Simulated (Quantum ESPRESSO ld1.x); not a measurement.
The rhodium ion Rh33+, configuration [Ne] 3s2 (the NIST ground configuration). Calculated with ld1.x of Quantum ESPRESSO 7.5: Dirac Kohn-Sham, LDA (Slater exchange, VWN5 correlation), spin-unpolarised, spherical densities, point nucleus; speed of light set to 1370.36 atomic units (10 times the physical value, a model run).

Normalised radial functions P(r) = r R(r) (large component), r in bohr:

r	2s1/2	3s1/2
0.001115	0.2064	0.1041
0.001548	0.2809	0.1417
0.002149	0.3792	0.1913
0.002983	0.5064	0.2554
0.004142	0.6658	0.3356
0.005749	0.8561	0.4313
0.008045	1.0708	0.5387
0.01117	1.2688	0.6365
0.0155	1.3945	0.6953
0.02152	1.3510	0.6635
0.02988	1.0140	0.4755
0.04148	0.2819	0.0804
0.05758	-0.8175	-0.4902
0.07993	-2.0012	-1.0295
0.111	-2.7378	-1.1343
0.154	-2.5733	-0.4335
0.2155	-1.6078	0.9314
0.2992	-0.6214	1.9062
0.4153	-0.1263	1.6685
0.5766	-0.0107	0.7227
0.8004	-0.0003	0.1355
1.111	0.0000	0.0085

2s1/2: eigenvalue -4937.8 eV, 1 radial node at r = 0.0455 bohr, <r> = 0.145 bohr, 90 % of the charge inside 0.222 bohr. 3s1/2: eigenvalue -1982.2 eV, 2 radial nodes at r = 0.0437, 0.173 bohr, <r> = 0.348 bohr, 90 % of the charge inside 0.502 bohr.
